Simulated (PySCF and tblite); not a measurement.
The numbers below are computed, except where a source is named.
**Rearrangement: stationary points, barriers and rates**

System: C₅H₈Sn, numbered as in [SnH3:1][CH:2]1[CH:3]=[CH:4][CH:5]=[CH:6]1.

Motion: shift of Sn1 from C2 to C6. Level: PBE0/pcSseg-1 (def2-TZVP on Sn) + D3(BJ) on PBE0-D3(BJ)/def2-SVP stationary points, with GFN2-xTB thermal terms. Rates follow Eyring's equation with the number of equivalent paths and no tunnelling. Shieldings: GIAO at the same DFT level; methyl-like tops are averaged, other torsions stay as in the two minima; line shapes leave out couplings. Programs: tblite and PySCF.

| point | symmetry | E(GFN2) kcal/mol | E(DFT) kcal/mol | ZPE change kcal/mol | lowest mode cm⁻¹ | dipole D |
| --- | --- | --- | --- | --- | --- | --- |
| start | Cs | 0.0 | 0.0 | 0.00 | 90 | 0.78 |
| saddle | Cs | 8.2 | 6.4 | -1.28 | 260i | 1.09 |
| end | Cs | 0.0 | 0.0 | 0.00 | 90 | 0.78 |

```
Electronic barrier                                      : 6.4 kcal/mol
Barrier with zero-point energy                          : 5.1 kcal/mol
ΔH‡ (298 K)                                             : 4.8 kcal/mol
ΔS‡ (298 K, symmetry apart)                             : -2.8 cal/(mol K)
Paths                                                   : 2 equivalent paths
End point                                               : the same structure with atoms interchanged, or its mirror image
Mean lifetime of the start against this motion at 298 K : 1 ns
Cost                                                    : 3 min on 1 thread of Arm Neoverse V2, on a host shared with other jobs (rough), peak memory 0.77 GiB, launched as `OMP_NUM_THREADS=1 python ens_run.py task.json out`
```

```csv
T/K,ΔG‡ kcal/mol,k s⁻¹
150,5.3,1.1×10⁵
200,5.4,1×10⁷
250,5.5,1.6×10⁸
298,5.6,9.6×10⁸
350,5.7,3.9×10⁹
400,5.8,1.1×10¹⁰
500,6.0,4.7×10¹⁰
```

ΔG and ΔG‡ leave out symmetry numbers and mirror images; rates count paths: 2 out.

Sites that the motion interchanges:

| nucleus | site | ppm | scale |
| --- | --- | --- | --- |
| ¹³C | C2 | 130.4 | shielding σ |
| ¹³C | C3, C6 | 46.7 | shielding σ |
| ¹³C | C4, C5 | 49.4 | shielding σ |
| ¹H | H on C2 | 27.04 | shielding σ |
| ¹H | H on C3, H on C6 | 24.42 | shielding σ |
| ¹H | H on C4, H on C5 | 24.41 | shielding σ |

```json
{"nucleus": "¹³C", "sites": "C2 / C3, C6 / C4, C5", "¹H MHz": "60", "spread Hz": "1263", "coalescence K": "124", "k there s⁻¹": "2730"}
{"nucleus": "¹³C", "sites": "C2 / C3, C6 / C4, C5", "¹H MHz": "400", "spread Hz": "8418", "coalescence K": "136", "k there s⁻¹": "1.8×10⁴"}
{"nucleus": "¹³C", "sites": "C2 / C3, C6 / C4, C5", "¹H MHz": "700", "spread Hz": "14731", "coalescence K": "140", "k there s⁻¹": "3.1×10⁴"}
{"nucleus": "¹H", "sites": "H on C2 / H on C3, H on C6 / H on C4, H on C5", "¹H MHz": "60", "spread Hz": "158", "coalescence K": "113", "k there s⁻¹": "340"}
{"nucleus": "¹H", "sites": "H on C2 / H on C3, H on C6 / H on C4, H on C5", "¹H MHz": "400", "spread Hz": "1053", "coalescence K": "123", "k there s⁻¹": "2250"}
{"nucleus": "¹H", "sites": "H on C2 / H on C3, H on C6 / H on C4, H on C5", "¹H MHz": "700", "spread Hz": "1843", "coalescence K": "127", "k there s⁻¹": "3970"}
```

Coalescence temperatures outside 150 to 500 K extrapolate the thermal terms and ignore freezing or boiling of a solvent. Spin–orbit effects of heavy atoms on shieldings are missing.
